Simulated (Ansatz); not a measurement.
`[OH][GaH][SH]` + H–F → `[F][GaH][SH]` + H₂O at 700 K and 1 bar (ligand exchange at a Ga–O bond).

Program: Ansatz. Geometries: PBE0-D4/def2-TZVP. ΔE: electronic, gas phase. CCSD(T)/CBS is the MP2 limit (def2-TZVPP, def2-QZVPP) plus CCSD(T) − MP2 in def2-TZVPP, frozen cores. This one scheme is used for every species. For Ga outer-core shells are correlated without core-valence functions, which leaves a few kJ/mol of doubt a bond. Scalar relativity is left out up to krypton. One conformer a species, not always the lowest.

| species | CCSD(T)/CBS energy (Eh) | H − E (kJ/mol) | S (J/(mol·K)) |
| --- | --- | --- | --- |
| `[OH][GaH][SH]` | -2398.75721 | 133.1 | 388.6 |
| H–F | -100.39570 | 45.2 | 198.5 |
| `[F][GaH][SH]` | -2422.78377 | 96.6 | 372.8 |
| H₂O | -76.37941 | 80.5 | 218.4 |

H − E and S are ideal-gas, rigid-rotor, harmonic terms from PBE0-D4/def2-TZVP, for one conformer and one mirror image of each species. 1 Eh = 2625.50 kJ/mol, R = 8.31446 J/(mol·K).

Task: By hand: ΔE, ΔH, ΔS and ΔG.

Result: ΔE = (-2422.78377) + (-76.37941) − (-2398.75721) − (-100.39570) = -0.01027 Eh = -27.0 kJ/mol. Δ(H − E) = 96.6 + 80.5 − 133.1 − 45.2 = -1.2, so ΔH = -28.2 kJ/mol. ΔS = 372.8 + 218.4 − 388.6 − 198.5 = 4.1 J/(mol·K). ΔG = -28.2 − 700 × (4.1)/1000 = -31.1 kJ/mol.

Task: By hand: the equilibrium constant, and the temperature at which ΔG would vanish if ΔH and ΔS stayed fixed.

Result: log₁₀ K = −ΔG/(RT ln 10) = 2.3. ΔH and −TΔS have one sign here, so there is no such temperature.

The number of gas molecules stays the same, so ΔS is small and ΔH decides. A doubt of 5 kJ/mol in ΔE shifts log₁₀ K by 0.4 here. Other conformers and mirror images would add mixing entropy, several J/(mol·K) or more a flexible species. These are equilibria of isolated gas molecules and say nothing of rates. Largest T1 diagnostic: 0.014 (customary marks: 0.02 for closed shells, 0.045 for open ones).

ΔS is within the doubt of such terms, so its sign, and with it that verdict, could turn.
